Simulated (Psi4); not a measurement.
C$_{2}$H$_{6}$Zn, triplet, at a GFN2-xTB geometry (such geometries of metal compounds can be far from the true shape) (a higher spin typed on purpose: for a closed-shell molecule this is an excited state); PBE0/6-31G* in Psi4 1.11.

The Psi4 input:
```
memory 2 GB

molecule {
0 3
  Zn    0.19054193   -0.64890903    0.11807146
  C     0.92061324    1.19842274   -1.15616563
  H     1.93030660    0.91575429   -1.41543436
  H     0.87661335    2.09130864   -0.55620088
  H     0.26322321    1.23423769   -2.01028096
  C    -1.51792361    0.83577561    0.78603551
  H    -2.24851058    0.16792023    1.21825567
  H    -1.89189007    1.36631469   -0.07292682
  H    -1.06213831    1.48654517    1.51522418
}

set basis 6-31g*
set reference uks

energy('pbe0')
print_variables()
```

What the program printed (banner, timings and long lists left out):

```
   => Loading Basis Set <=

    Name: 6-31G*
    Role: ORBITAL
    Keyword: BASIS

         ---------------------------------------------------------
                                   SCF
               by Justin Turney, Rob Parrish, Andy Simmonett
                          and Daniel G. A. Smith
                              UKS Reference
         ---------------------------------------------------------

  ==> Geometry <==

    Molecular point group: c1
    Full point group: C1

    Geometry (in Angstrom), charge = 0, multiplicity = 3:

       Center              X                  Y                   Z               Mass
    ------------   -----------------  -----------------  -----------------  -----------------
         ZN           0.160062094876    -0.545106984436     0.099184285904    63.929142010000
         C            0.890133404876     1.302224785564    -1.175052804096    12.000000000000
         H            1.899826764876     1.019556335564    -1.434321534096     1.007825032230
         H            0.846133514876     2.195110685564    -0.575088054096     1.007825032230
         H            0.232743374876     1.338039735564    -2.029168134096     1.007825032230
         C           -1.548403445124     0.939577655564     0.767148335904    12.000000000000
         H           -2.278990415124     0.271722275564     1.199368495904     1.007825032230
         H           -1.922369905124     1.470116735564    -0.091813994096     1.007825032230
         H           -1.092618145124     1.590347215564     1.496337005904     1.007825032230

  Running in c1 symmetry.

  Rotational constants: A =      0.23537  B =      0.20285  C =      0.11373 [cm^-1]
  Rotational constants: A =   7056.32523  B =   6081.37672  C =   3409.61797 [MHz]
  Nuclear repulsion =  146.537794626209774

  Charge       = 0
  Multiplicity = 3
  Electrons    = 48
  Nalpha       = 25
  Nbeta        = 23

  ==> Algorithm <==

  SCF Algorithm Type is DF.
  DIIS enabled.
  MOM disabled.
  Fractional occupation disabled.
  Guess Type is SAD.
  Energy threshold   = 1.00e-06
  Density threshold  = 1.00e-06
  Integral threshold = 1.00e-12

  ==> Primary Basis <==

  Basis Set: 6-31G*
    Blend: 6-31G*
    Number of shells: 36
    Number of basis functions: 81
    Number of Cartesian functions: 81
    Spherical Harmonics?: false
    Max angular momentum: 3

  ==> DFT Potential <==

   => LibXC <=

    Version 7.1.2
    S. Lehtola, C. Steigemann, M. J. T. Oliveira, and M. A. L. Marques,  SoftwareX 7, 1–5 (2018) (10.1016/j.softx.2017.11.002)

   => Composite Functional: PBE0 <=

    PBE0 Hyb-GGA Exchange-Correlation Functional

    C. Adamo and V. Barone,  J. Chem. Phys. 110, 6158 (1999) (10.1063/1.478522)
    M. Ernzerhof and G. E. Scuseria,  J. Chem. Phys. 110, 5029 (1999) (10.1063/1.478401)

    Deriv               =              1
    GGA                 =           TRUE
    Meta                =          FALSE

    Exchange Hybrid     =           TRUE
    MP2 Hybrid          =          FALSE

   => Exchange Functionals <=

    0.7500   Perdew, Burke & Ernzerhof

   => Exact (HF) Exchange <=

    0.2500               HF

   => Correlation Functionals <=

    1.0000   Perdew, Burke & Ernzerhof

   => LibXC Density Thresholds  <==

    XC_HYB_GGA_XC_PBEH:  1.00E-15

   => Molecular Quadrature <=

    Radial Scheme          =       TREUTLER
    Pruning Scheme         =           NONE
    Nuclear Scheme         =       TREUTLER

    Blocking Scheme        =         OCTREE
    BS radius alpha        =              1
    Pruning alpha          =              1
    Radial Points          =             75
    Spherical Points       =            302
    Total Points           =         195380
    Total Blocks           =           1491
    Max Points             =            256
    Max Functions          =             80
    Weights Tolerance      =       1.00E-15

   => Loading Basis Set <=

    Name: (6-31G* AUX)
    Role: JKFIT
    Keyword: DF_BASIS_SCF

  ==> Integral Setup <==

  SCF_SUBTYPE=INCORE selected. In-core MEM_DF algorithm will be used.
  Using in-core AOs.

  ==> MemDFJK: Density-Fitted J/K Matrices <==

    J tasked:                   Yes
    K tasked:                   Yes
    wK tasked:                   No
    Algorithm:                 Core
    Schwarz Cutoff:           1E-12
    Mask sparsity (%):       0.3963
    Fitting Condition:        1E-10

   => Auxiliary Basis Set <=

  Basis Set: (6-31G* AUX)
    Blend: CC-PVDZ-JKFIT + DEF2-UNIVERSAL-JKFIT
    Number of shells: 160
    Number of basis functions: 689
    Number of Cartesian functions: 689
    Spherical Harmonics?: false
    Max angular momentum: 6

  Minimum eigenvalue in the overlap matrix is 1.0820545953E-03.
  Reciprocal condition number of the overlap matrix is 1.7957384919E-04.
    Using symmetric orthogonalization.

  ==> Pre-Iterations <==

  SCF Guess: Superposition of Atomic Densities via on-the-fly atomic UHF (no occupation information).

   -------------------------
    Irrep   Nso     Nmo
   -------------------------
     A         81      81
   -------------------------
    Total      81      81
   -------------------------

  ==> Iterations <==

                           Total Energy        Delta E     RMS |[F,P]|

   @DF-UKS iter SAD: -1854.68466391162656   -1.85468e+03   0.00000e+00
   @DF-UKS iter   1: -1856.08105022111749   -1.39639e+00   4.00368e-02 DIIS/ADIIS
   @DF-UKS iter   2: -1810.99266860409307    4.50884e+01   9.45924e-02 DIIS/ADIIS
   @DF-UKS iter   3: -1857.74782535807321   -4.67552e+01   2.46173e-02 DIIS/ADIIS
   @DF-UKS iter   4: -1858.38112768045471   -6.33302e-01   2.81469e-03 DIIS/ADIIS
   @DF-UKS iter   5: -1858.39767908122190   -1.65514e-02   1.47687e-03 DIIS/ADIIS
   @DF-UKS iter   6: -1858.40586114731627   -8.18207e-03   2.74528e-04 DIIS/ADIIS
   @DF-UKS iter   7: -1858.40605058504229   -1.89438e-04   1.29761e-04 DIIS/ADIIS
   @DF-UKS iter   8: -1858.40607811872178   -2.75337e-05   8.26679e-06 DIIS
   @DF-UKS iter   9: -1858.40607890334468   -7.84623e-07   5.87753e-06 DIIS
   @DF-UKS iter  10: -1858.40607900976624   -1.06422e-07   7.40451e-07 DIIS
  Energy and wave function converged.

  ==> Post-Iterations <==

   Electrons on quadrature grid:
      Nalpha   =   25.0000041689 ; deviation = 4.169e-06
      Nbeta    =   23.0000012473 ; deviation = 1.247e-06
      Ntotal   =   48.0000054162 ; deviation = 5.416e-06

   @Spin Contamination Metric:   1.808330484E-02
   @S^2 Expected:                2.000000000E+00
   @S^2 Observed:                2.018083305E+00
   @S   Expected:                1.000000000E+00
   @S   Observed:                1.000000000E+00

    Orbital Energies [Eh]
    ---------------------

    Alpha Occupied:

[...]
      25A     -0.170147

    Alpha Virtual:

[...]
    Beta Occupied:

[...]
    Beta Virtual:

[...]
      81A     47.415727

    Final Occupation by Irrep:
              A
    DOCC [    23 ]
    SOCC [     2 ]
    NA   [    25 ]
    NB   [    23 ]

  @DF-UKS Final Energy: -1858.40607900976624

   => Energetics <=

    Nuclear Repulsion Energy =            146.5377946262097737
    One-Electron Energy =               -2881.0190105734964163
    Two-Electron Energy =                 939.4163695369505831
    DFT Exchange-Correlation Energy =     -63.3412325994301284
    Empirical Dispersion Energy =           0.0000000000000000
    VV10 Nonlocal Energy =                  0.0000000000000000
    Total Energy =                      -1858.4060790097662448

  UHF NO Occupations:
  HONO-2 :   23  A 1.9928272
  HONO-1 :   24  A 1.0000000
  HONO-0 :   25  A 1.0000000
  LUNO+0 :   26  A 0.0071728
  LUNO+1 :   27  A 0.0005218
  LUNO+2 :   28  A 0.0003346
  LUNO+3 :   29  A 0.0003129

Computation Completed

Properties will be evaluated at   0.000000,   0.000000,   0.000000 [a0]

Properties computed using the SCF density matrix

 Multipole Moments:

 ------------------------------------------------------------------------------------
     Multipole            Electronic (a.u.)      Nuclear  (a.u.)        Total (a.u.)
 ------------------------------------------------------------------------------------

 L = 1.  Multiply by 2.5417464519 to convert [e a0] to [Debye]
 Dipole X            :          2.6312797           -2.7647302           -0.1334505
 Dipole Y            :         -8.9610771            9.4155568            0.4544797
 Dipole Z            :          1.6305017           -1.7131963           -0.0826946
 Magnitude           :                                                    0.4808318

 ------------------------------------------------------------------------------------

  Variable Map:
  ----------------------------------------------------------------------------
[...]
  Array Variable Map:
  ----------------------------------------------------------------------------
[...]
[...]
```
